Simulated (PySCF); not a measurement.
C₇H₈, triplet (typed; the unrestricted solution is spin-contaminated), geometry from GFN2-xTB (a higher spin typed on purpose: for a closed-shell molecule this is an excited state); HF/STO-3G run with PySCF.

Input for PySCF:
```python
from pyscf import gto, scf

mol = gto.Mole()
mol.atom = '''
    C    -2.413297   -0.079882    0.187036
    C    -0.937695   -0.089738   -0.011156
    C    -0.168304   -1.210446    0.067495
    C     1.242284   -1.127781    0.061872
    C     1.886705    0.141110    0.071790
    C     1.158831    1.279019   -0.021237
    C    -0.247979    1.155950   -0.384862
    H    -2.680787    0.602032    0.995406
    H    -2.784525   -1.074056    0.423258
    H    -2.911963    0.278713   -0.715536
    H    -0.632728   -2.168239    0.264307
    H     1.823433   -2.013461    0.263555
    H     2.952021    0.182461    0.252849
    H     1.607229    2.256205    0.073009
    H    -0.495945    1.526949   -1.382478
'''
mol.basis = 'sto-3g'
mol.charge = 0
mol.spin = 2
mol.verbose = 4
mol.build()

mf = scf.UHF(mol)
mf.kernel()
mf.analyze()
```

Output, abridged:

```
PySCF version 2.14.0

[INPUT] verbose = 4
[INPUT] num. atoms = 15
[INPUT] num. electrons = 50
[INPUT] charge = 0
[INPUT] spin (= nelec alpha-beta = 2S) = 2
[INPUT] symmetry False subgroup None
[INPUT] Mole.unit = angstrom
[INPUT] Symbol           X                Y                Z      unit          X                Y                Z       unit  Magmom
[...]
nuclear repulsion = 268.074417673072
number of shells = 29
number of NR pGTOs = 129
number of NR cGTOs = 43
basis = sto-3g
ecp = {}

******** <class 'pyscf.scf.uhf.UHF'> ********
method = UHF
initial guess = minao
damping factor = 0
level_shift factor = 0
DIIS = <class 'pyscf.scf.diis.CDIIS'>
diis_start_cycle = 1
diis_space = 8
diis_damp = 0
SCF conv_tol = 1e-09
SCF conv_tol_grad = None
SCF max_cycles = 50
direct_scf = True
direct_scf_tol = 1e-13
number electrons alpha = 26  beta = 24
Set gradient conv threshold to 3.16228e-05
init E= -268.359056958086

cycle= 1 E= -266.270798441561  delta_E= 2.09  |g|= 0.249  |ddm|= 3.66
cycle= 2 E= -266.343276649075  delta_E= -0.0725  |g|= 0.0959  |ddm|= 0.488
cycle= 3 E= -266.362350734163  delta_E= -0.0191  |g|= 0.0519  |ddm|= 0.251
cycle= 4 E= -266.369550408264  delta_E= -0.0072  |g|= 0.0425  |ddm|= 0.128
cycle= 5 E= -266.37817234103  delta_E= -0.00862  |g|= 0.0309  |ddm|= 0.198
cycle= 6 E= -266.383649034757  delta_E= -0.00548  |g|= 0.0199  |ddm|= 0.182
cycle= 7 E= -266.386102731761  delta_E= -0.00245  |g|= 0.00687  |ddm|= 0.164
cycle= 8 E= -266.386271734209  delta_E= -0.000169  |g|= 0.00353  |ddm|= 0.0315
cycle= 9 E= -266.3863193865  delta_E= -4.77e-05  |g|= 0.00168  |ddm|= 0.0178
cycle= 10 E= -266.386330616051  delta_E= -1.12e-05  |g|= 0.000713  |ddm|= 0.00942
cycle= 11 E= -266.386332344812  delta_E= -1.73e-06  |g|= 0.000279  |ddm|= 0.00385
cycle= 12 E= -266.386332567433  delta_E= -2.23e-07  |g|= 0.000101  |ddm|= 0.00138
cycle= 13 E= -266.386332589165  delta_E= -2.17e-08  |g|= 3.42e-05  |ddm|= 0.000397
cycle= 14 E= -266.386332590999  delta_E= -1.83e-09  |g|= 1.56e-05  |ddm|= 0.000113
cycle= 15 E= -266.386332591524  delta_E= -5.25e-10  |g|= 6.53e-06  |ddm|= 5.49e-05
Extra cycle  E= -266.386332591585  delta_E= -6.12e-11  |g|= 4.24e-06  |ddm|= 1.15e-05
converged SCF energy = -266.386332591585  <S^2> = 2.5952579  2S+1 = 3.3735785
**** SCF Summaries ****
Total Energy =                        -266.386332591584846
Nuclear Repulsion Energy =             268.074417673071935
One-electron Energy =                 -892.344558645209531
Two-electron Energy =                  357.883808380552807
Two-electron Coulomb Energy =          397.331298818636355
DFT Exchange-Correlation Energy =      -39.447490438083548
**** MO energy ****
                             alpha | beta                alpha | beta
[...]
To work with the spin densities directly, `use mulliken_meta_spin()` only printing them here.

 ** Mulliken spin pop alpha/beta on meta-lowdin orthogonal AOs **
 ** Mulliken Spin Density (per AO)  **
spin_pop of  0 C 1s        0.00000
spin_pop of  0 C 2s       -0.01164
spin_pop of  0 C 2px      -0.03255
spin_pop of  0 C 2py      -0.00728
spin_pop of  0 C 2pz      -0.01843
spin_pop of  1 C 1s       -0.00002
spin_pop of  1 C 2s        0.05199
spin_pop of  1 C 2px       0.04244
spin_pop of  1 C 2py       0.03072
spin_pop of  1 C 2pz       0.61661
spin_pop of  2 C 1s        0.00002
spin_pop of  2 C 2s       -0.05954
spin_pop of  2 C 2px      -0.05379
spin_pop of  2 C 2py      -0.05027
spin_pop of  2 C 2pz      -0.50719
spin_pop of  3 C 1s       -0.00003
spin_pop of  3 C 2s        0.07727
spin_pop of  3 C 2px       0.06064
spin_pop of  3 C 2py       0.05991
spin_pop of  3 C 2pz       0.67559
spin_pop of  4 C 1s        0.00002
spin_pop of  4 C 2s       -0.05821
spin_pop of  4 C 2px      -0.05062
spin_pop of  4 C 2py      -0.05191
spin_pop of  4 C 2pz      -0.50085
spin_pop of  5 C 1s       -0.00003
spin_pop of  5 C 2s        0.05134
spin_pop of  5 C 2px       0.03010
spin_pop of  5 C 2py       0.03629
spin_pop of  5 C 2pz       0.62773
spin_pop of  6 C 1s       -0.00003
spin_pop of  6 C 2s        0.09364
spin_pop of  6 C 2px       0.18079
spin_pop of  6 C 2py       0.43405
spin_pop of  6 C 2pz       0.27998
spin_pop of  7 H 1s        0.02507
spin_pop of  8 H 1s        0.00372
spin_pop of  9 H 1s        0.02799
spin_pop of  10 H 1s        0.04205
spin_pop of  11 H 1s       -0.05116
spin_pop of  12 H 1s        0.04111
spin_pop of  13 H 1s       -0.03698
spin_pop of  14 H 1s        0.00145
 ** Mulliken Spin Density (per atom)  **
spin density of  0 C =     -0.06990
spin density of  1 C =      0.74174
spin density of  2 C =     -0.67076
spin density of  3 C =      0.87338
spin density of  4 C =     -0.66157
spin density of  5 C =      0.74544
spin density of  6 C =      0.98843
spin density of  7 H =      0.02507
spin density of  8 H =      0.00372
spin density of  9 H =      0.02799
spin density of  10 H =      0.04205
spin density of  11 H =     -0.05116
spin density of  12 H =      0.04111
spin density of  13 H =     -0.03698
spin density of  14 H =      0.00145
 ** Mulliken pop alpha/beta on meta-lowdin orthogonal AOs **
 ** Mulliken pop       alpha | beta **
In total            26.00000 | 24.00000
 ** Mulliken atomic charges   ( Nelec_alpha | Nelec_beta ) **
charge of  0C =     -0.10496  (     3.01753      3.08743 )
charge of  1C =      0.01756  (     3.36209      2.62035 )
charge of  2C =     -0.05160  (     2.69042      3.36118 )
charge of  3C =     -0.03345  (     3.45341      2.58003 )
charge of  4C =     -0.04190  (     2.69017      3.35173 )
charge of  5C =     -0.03549  (     3.39046      2.64503 )
charge of  6C =     -0.01707  (     3.50275      2.51432 )
charge of  7H =      0.03928  (     0.49290      0.46783 )
charge of  8H =      0.03821  (     0.48276      0.47904 )
charge of  9H =      0.03755  (     0.49522      0.46723 )
charge of  10H =      0.03118  (     0.50544      0.46339 )
charge of  11H =      0.03222  (     0.45831      0.50947 )
charge of  12H =      0.03363  (     0.50374      0.46263 )
charge of  13H =      0.03506  (     0.46398      0.50096 )
charge of  14H =      0.01979  (     0.49083      0.48938 )
Dipole moment(X, Y, Z, Debye): -0.11080, -0.03248, -0.05309
```
